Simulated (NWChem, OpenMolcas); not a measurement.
# Predicting a hybrid from its neighbours: BH3O3 (boric acid)

BH3O3: 7 atoms, total charge 0, spin state singlet. SMILES: `OB(O)O`. Geometry: relaxed at PBE0-D4/def2-TZVP. This is a higher conformer, about 20 kJ/mol above the lowest found by a separate search.

The dipole moment y, in D, basis def2-SVPD; a is the functional's share of exact exchange. Programs: NWChem 7.3.0, OpenMolcas 26.06.

```
functional     program     a  y (D)
      TPSS      NWChem     0   2.87
    r2SCAN  OpenMolcas     0   2.95
     B3LYP      NWChem   0.2      ?
      PBE0      NWChem  0.25   2.98
     BHLYP  OpenMolcas   0.5   3.08
```

Fit y = c + s·a to the known rows and predict B3LYP.


1. Means of the 4 rows: a = 0.1875, y = 2.970.
2. Σ(Δa)² = 0.17188, Σ(Δa·Δy) = 0.0575, so the slope is 0.0575/0.17188 = 0.33454.
3. Intercept: 2.970 − (0.33454) × 0.1875 = 2.907. The largest residual of the fit is 0.043.
4. B3LYP: 2.907 + (0.33454) × 0.2 = 2.97 D.

The run gave 2.97 D, so the prediction is off by 0.00 D: they agree to the digits shown. More exact exchange makes the molecule more polar here. The rows mix families of semi-local functionals, which the line can't see.
